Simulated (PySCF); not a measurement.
GaH₂, SMILES [GaH2+], charge +1.

Coordinates come from a PBE-D3(BJ)/def2-TZVPD optimisation. The spin state was assumed, not searched. The isomer is the one that the SMILES or the coordinates give; other isomers of the formula were not compared.

Computed with PBE-D3(BJ)/def2-TZVPD in PySCF.

Frequencies are harmonic and unscaled.

Modes within 1.5 cm⁻¹ of each other (mostly degenerate sets) share a row, with their intensities summed.

| mode | ν (cm⁻¹) | IR (km/mol) | moving atoms (share of kinetic energy) |
|---|---|---|---|
| 1–2 | 659 | 44.4 | H 97 % |
| 3 | 2007 | 0.0 | H 100 % |
| 4 | 2111 | 0.7 | H 97 % |
